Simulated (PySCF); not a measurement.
A structure optimised at PBE-D3(BJ)/def2-SVP, used in a PySCF frequency run:

```xyz
7

Os     0.2616     0.2481     0.0000
O     -0.9150     0.4735     2.8360
C     -0.3268     0.3782     1.8341
O     -0.9150     0.4735    -2.8360
C     -0.3268     0.3782    -1.8341
O     -0.1550    -2.7096     0.0000
C     -0.0132    -1.5487     0.0000
```

**Question.** Write its SMILES, formula and point group.

**Answer.** [O+]#[C-]->[Os](<-[C-]#[O+])<-[C-]#[O+], C₃O₃Os, Cs

**Question.** What are its rotational constants (standard atomic weights)?

**Answer.** 2.3991, 1.3281, 0.99785 GHz
